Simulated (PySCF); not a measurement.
1-bromo-1-fluoropropa-1,2-diene (C3H2BrF), SMILES C=C=C(F)Br. Heavy atoms are numbered as in [CH2:1]=[C:2]=[C:3]([F:4])[Br:5]. Hydrogens are named by the atom that carries them.

Geometry: PBE0-D3(BJ)/def2-SVP.

Level of theory: PBE/def2-TZVP run with PySCF.

ESP charges are fitted to the potential on shells at 1.4 to 2.0 van der Waals radii. Atomic charges (e), one atom of each kind:

```tsv
atom	ESP fit	Löwdin	IAO
C1 (CH2)	-0.49	-0.16	-0.30
C2	0.12	-0.12	-0.05
C3	0.00	-0.61	0.15
F4	-0.06	0.24	-0.22
Br5	-0.02	0.38	0.06
H on C1	0.22	0.14	0.18
```

Problem. Give the Mayer and Wiberg (Löwdin basis) orders of the bonds. (Estimate from the structure and the level; the computed values follow.)

Solution. 
```json
[
 {"bond": "C1–C2", "Mayer": "1.95", "Wiberg": "2.17"},
 {"bond": "C2–C3", "Mayer": "1.73", "Wiberg": "2.01"},
 {"bond": "C3–F4", "Mayer": "1.14", "Wiberg": "1.80"},
 {"bond": "C3–Br5", "Mayer": "1.23", "Wiberg": "1.64"}
]
```
